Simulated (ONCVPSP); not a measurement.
# What the settings do to the ONCV potential of nitrogen

Base potential:

nitrogen, optimised norm-conserving Vanderbilt (ONCV), made with ONCVPSP 4.0.1 (revPBE, scalar-relativistic). Core [He], reference 2s2 2p1 (charge +2). Waves: 2s: rc 0.85 bohr, ncon 4, nbas 7, qcut 7.1 1/bohr, 2 projectors, debl 1.3 Ha; 2p: rc 2.05 bohr, ncon 4, nbas 9, qcut 6.7 1/bohr, 3 projectors, debl 3 Ha. Local part: polynomial inside 0.75 bohr (lpopt 5, dvloc0 6 Ha). Core correction: none.

In the s channel the program set the typed energies aside and used -1.809, 0.250 Ha.

All-electron outer shells of the reference configuration (revPBE, scalar-relativistic, ld1.x):

| shell | level (eV) | outermost node (bohr) | outermost maximum (bohr) |
| --- | --- | --- | --- |
| 1s | -424.13 | – | 0.15 |
| 2s | -49.21 | 0.32 | 0.96 |
| 2p | -37.43 | – | 0.86 |

Cutoffs, loose and tight: the cutoffs (Ha) at which the residual kinetic energy of the hardest occupied pseudo-wave falls to 1 and 0.1 mHa per electron. They do not see the model core or the augmentation charge, which bear on the density cutoff. Test errors are all-electron minus pseudo excitation energies from the reference, over the configurations 2s2 2p3; 2s2 2p2; 2s2 2p0; 2s1 2p0. A dash means not determined; rows that change the core or the reference have their own tests.

1 further variants are left out, since the program set their typed debl aside.

A true bound ghost makes a file unfit for plane-wave use even where its test errors are small: the radial tests pick states by their node count and pass the ghost by.

```tsv
change	outcome	cutoff, loose	cutoff, tight	bound ghosts	GHOST(+) flags above zero	largest test error (meV)
base	generated, projector energies reset by the program	50 Ha	133 Ha	none	none	+1113
p: rc 1.72	generated, projector energies reset by the program	50 Ha	133 Ha	none	none	+792
reference 2s2 2p3	generated	32 Ha	124 Ha	none	s	+1831
p: qcut 6.1	generated, projector energies reset by the program	50 Ha	133 Ha	none	none	+1279
functional PBE	generated, projector energies reset by the program	50 Ha	133 Ha	none	none	+1219
local potential polynomial inside 0.70 bohr (lpopt 1, dvloc0 2 Ha)	generated, projector energies reset by the program	50 Ha	133 Ha	none	none	+1113
local potential polynomial inside 0.75 bohr (lpopt 5, dvloc0 9.5 Ha)	generated, projector energies reset by the program	50 Ha	133 Ha	none	none	+1113
s: qcut 6.2	generated, projector energies reset by the program	102 Ha	152 Ha	none	s	+1113
s: ncon 5, nbas 8	generated, projector energies reset by the program	34 Ha	111 Ha	none	s	+1113
```

Question: What comes out with this change to the base: s: nproj 1?

Answer: outcome: generated; cutoff, loose: 50 Ha; cutoff, tight: 133 Ha; bound ghosts: none; GHOST(+) flags above zero: none; largest test error (meV): +1127.

Question: What comes out with this change to the base: all radii scaled by about 0.84 (s 0.72, p 1.72 bohr); local potential polynomial inside 0.62 bohr (lpopt 5, dvloc0 6 Ha)?

Answer: outcome: generated, projector energies reset by the program; cutoff, loose: 58 Ha; cutoff, tight: 218 Ha; bound ghosts: s; GHOST(+) flags above zero: s; largest test error (meV): +795.

Question: What comes out with this change to the base: s: rc 0.74; local potential polynomial inside 0.74 bohr (lpopt 5, dvloc0 6 Ha)?

Answer: outcome: generated, projector energies reset by the program; cutoff, loose: 45 Ha; cutoff, tight: 170 Ha; bound ghosts: none; GHOST(+) flags above zero: s; largest test error (meV): +1116.
